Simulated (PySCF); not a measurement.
PySCF input for KF, SMILES [F][K], KT2/pcSseg-2. Coordinates come from a PBE-D3(BJ)/def2-TZVPD optimisation.

```python
import numpy as np
from pyscf import gto, scf, dft
from pyscf.prop.nmr import rks as nmr

mol = gto.M(
    atom='''
    K     0.00000000    0.00000000   -0.71192159
    F     0.00000000    0.00000000    1.50294559
    ''',
    basis='pcSseg-2',
    charge=0,
    spin=0,
    max_memory=1600,
    verbose=3,
)
mf = dft.RKS(mol, xc='kt2')
mf.grids.level = 3
mf.conv_tol = 1e-10
mf.max_cycle = 100
mf.kernel()
n = nmr.NMR(mf)
n.verbose = 2
n.max_cycle_cphf = 60
sigma = n.kernel()
print('atom   isotropic/ppm   span/ppm')
for i, s in enumerate(sigma):
    w = np.linalg.eigvalsh((s + s.T) / 2)
    print(f'{mol.atom_symbol(i):2s}{i + 1:3d} {w.mean():14.3f} {w[2] - w[0]:11.3f}')
```

Program output:

```
converged SCF energy = -705.065150283743
atom   isotropic/ppm   span/ppm
K   1       1273.305      88.188
F   2        227.139     387.790
```

The run converged.

Cost: very roughly 5 core-seconds.
